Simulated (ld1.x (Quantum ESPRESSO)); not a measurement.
Reading a pseudo-wave (Zr (Z = 40))

Columns: radius, all-electron u(r) and pseudo u(r) of the 5p shell (level -1.72 eV) of zirconium in the configuration [Kr] 4d2 5s1.75 5p0.25; LDA (PZ), scalar-relativistic, TM semilocal scheme, ld1.x (Quantum ESPRESSO) 7.5.

```tsv
r (bohr)	all-electron	pseudo
0.210	-0.0501	-0.0023
0.420	-0.0939	-0.0090
0.630	0.0599	-0.0204
0.840	0.1754	-0.0364
1.050	0.2045	-0.0572
1.260	0.1679	-0.0828
1.470	0.0948	-0.1131
1.680	0.0069	-0.1481
1.890	-0.0821	-0.1871
2.100	-0.1651	-0.2292
2.310	-0.2387	-0.2731
2.520	-0.3015	-0.3169
2.730	-0.3536	-0.3585
2.940	-0.3956	-0.3959
3.150	-0.4283	-0.4274
3.360	-0.4527	-0.4519
3.570	-0.4696	-0.4693
3.780	-0.4801	-0.4801
3.990	-0.4851	-0.4851
4.200	-0.4854	-0.4854
4.410	-0.4816	-0.4816
4.620	-0.4745	-0.4745
4.830	-0.4648	-0.4648
5.040	-0.4528	-0.4528
5.250	-0.4391	-0.4391
5.460	-0.4242	-0.4242
```

Task: How many radial nodes do the two functions have?

Result: The all-electron 5p function has n − l − 1 = 3 (the table is too coarse to show those close to the nucleus); the pseudo-wave has 0, since the states of the same l below it are removed with the core.

Task: At about which radius was the pseudo-wave matched?

Result: 4.20 bohr. The columns agree to 0.0005 from 3.57 bohr on; several derivatives are matched, so the curves merge somewhat inside the radius.

Task: Is the pseudo-wave norm-conserving?

Result: Yes: the TM semilocal scheme keeps the norm inside the radius equal to the all-electron one, which fixes the energy derivative of the logarithmic derivative at the level.
